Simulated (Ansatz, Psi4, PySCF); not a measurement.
methylamine (CH₅N), singlet, geometry from GFN2-xTB. Base run: MP2/def2-SVP (PySCF).

The PySCF input:
```python
from pyscf import gto, scf, mp

mol = gto.Mole()
mol.atom = '''
    C     0.06015742    0.70059241   -0.00131411
    N     0.03966195   -0.75172453    0.00299697
    H    -0.93451955    1.16943137   -0.01795391
    H    -0.46398692   -1.09295311    0.81518120
    H    -0.43905591   -1.09816464   -0.82195807
    H     0.58603787    1.04291425    0.88931393
    H     0.61294631    1.03728935   -0.87767727
'''
mol.basis = 'def2-svp'
mol.verbose = 4
mol.build()

mf = scf.RHF(mol)
mf.kernel()

pt = mp.MP2(mf)
pt.kernel()
print('E(MP2) = %.10f' % pt.e_tot)
```

The same geometry, method and basis name were run in Ansatz (a first-principles code) and Psi4 and PySCF, at each program's defaults and at the settings that a row names. The base is PySCF at its defaults. Differences at the defaults can come from grids, fitting, cores and function types together.

| code and settings | ΔE vs base (µEh) | basis functions | E (Eh) | SCF cycles |
|---|---|---|---|---|
| PySCF, defaults (exact integrals, spherical functions, all electrons correlated) | 0.0 | 53 | -95.47593 | 9 |
| Psi4, defaults (density fitting with its default set, spherical functions, all electrons correlated) | (withheld) | 53 | (withheld) | 11 |
| Ansatz, defaults (factorised integrals, spherical functions, frozen core) | 6140 | 53 | -95.46979 | - |
| PySCF, frozen core | 6138 | 53 | -95.46980 | 9 |
| Psi4, exact integrals, spherical functions, frozen core | 6138 | 53 | -95.46980 | 11 |
| Ansatz, high accuracy, frozen core | 6138 | 53 | -95.46980 | - |

Question: Some entries are withheld; supply them.

Answer: 
- Psi4, defaults (density fitting with its default set, spherical functions, all electrons correlated), ΔE vs base (µEh): 225
- Psi4, defaults (density fitting with its default set, spherical functions, all electrons correlated), E (Eh): -95.47571
